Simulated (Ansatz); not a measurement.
Cost and result for the atomization energy of CH$_{4}$B$_{2}$Te (8 atoms, 8 bonds).

```csv
atom,x (Å),y (Å),z (Å)
B1,0.013,-0.300,-0.710
B2,0.696,-1.269,0.420
Te3,1.004,0.724,1.225
C4,-0.803,0.851,-0.043
H5,0.483,-0.148,-1.803
H6,1.152,-2.287,0.818
H7,-1.607,0.630,0.651
H8,-0.939,1.799,-0.557
```

Total charge 0; spin multiplicity 1. Correlated methods include outer-core shells of Te, which these sets cover unevenly. Te takes the def2 core potential. The geometry is a stationary point of PBE0-D4/def2-TZVP. Program: Ansatz. All runs use 2 threads of an Arm Neoverse V2 on a shared host. Times are those of one run each, without the atoms' runs, and a repeat can differ threefold. Electronic energies, without spin–orbit coupling; frozen cores. CCSD(T)/CBS adds CCSD(T) − MP2 in def2-TZVPP to the MP2 limit, and its time is that of the two runs behind it. T1 = 0.017. With those shells the extrapolation isn't a true limit. B3LYP takes the VWN-RPA correlation (the form of Gaussian; ORCA's B3LYP/G). HSE06 is the plane-wave form, built on full-range PBE exchange.

CCSD(T)/CBS is a level of theory with its own doubt, some kJ/mol a heavy atom from the limit and from the frozen cores, so smaller differences don't rank the functionals.

```tsv
level	functions	atomization (kJ/mol)	difference from CCSD(T)/CBS	per bond
revPBE-D4/def2-TZVPP	199	2843.5	15.9	2.0
B3LYP-D4/def2-TZVPP (with forces)	199	2830.0	2.4	0.3
LDA (SPW92)/def2-TZVPP	199	3253.4	425.8	53.2
CCSD(T)/CBS(def2)	–	2827.6	0.0	0.0
ωB97M-V/def2-TZVPP (with forces)	199	2822.9	-4.7	-0.6
CCSD(T)/def2-SVP	88	2667.9	-159.7	-20.0
ωB97X-V/def2-TZVPP	199	2823.6	-4.0	-0.5
BHLYP-D4/def2-TZVPP	199	2756.6	-71.0	-8.9
r2SCAN-D4/def2-TZVPP (with forces)	199	2862.8	35.2	4.4
HSE06-D4/def2-TZVPP	199	2870.5	42.9	5.4
CCSD(T)/def2-TZVPP	199	2750.8	-76.8	-9.6
MP2/def2-QZVPP	373	2861.9	34.3	4.3
BLYP-D4/def2-TZVPP	199	2822.8	-4.8	-0.6
```

(1) Order the runs by time, with rough figures. (An estimate is asked.)

## Answers

(1) Ansatz gave: LDA (SPW92)/def2-TZVPP 1.3 s; revPBE-D4/def2-TZVPP 2.1 s; BLYP-D4/def2-TZVPP 2.5 s; HSE06-D4/def2-TZVPP 3.1 s; BHLYP-D4/def2-TZVPP 4.1 s; CCSD(T)/def2-SVP 4.6 s; B3LYP-D4/def2-TZVPP (with forces) 4.8 s; r2SCAN-D4/def2-TZVPP (with forces) 5.5 s; ωB97X-V/def2-TZVPP 8.5 s; ωB97M-V/def2-TZVPP (with forces) 13 s; MP2/def2-QZVPP 19 s; CCSD(T)/def2-TZVPP 110 s; CCSD(T)/CBS(def2) 2.1 min.

From r2SCAN to r2SCAN0 (25 % exact exchange), in def2-TZVPP and without D4, the atomization energy moves by −40.6 kJ/mol: exact exchange takes away binding that semilocal exchange gives to molecules. Leaving LDA and LC-ωPBE aside and taking each functional with its dispersion term where it has one, the values, not all of them listed here, spread over 158.4 kJ/mol, from BHLYP-D4 to PBE-D4. LDA lies +357.4 kJ/mol from PBE without D4, its usual overbinding. At CCSD(T), def2-SVP lies −159.7 kJ/mol from the extrapolated value and def2-TZVPP −76.8 kJ/mol: correlation converges slowly with the basis, and small sets miss more of it in the bonded molecule than in its fragments.

Spin–orbit coupling would lower the free Te atoms strongly, and the atomization energy with them, by more than many differences here.
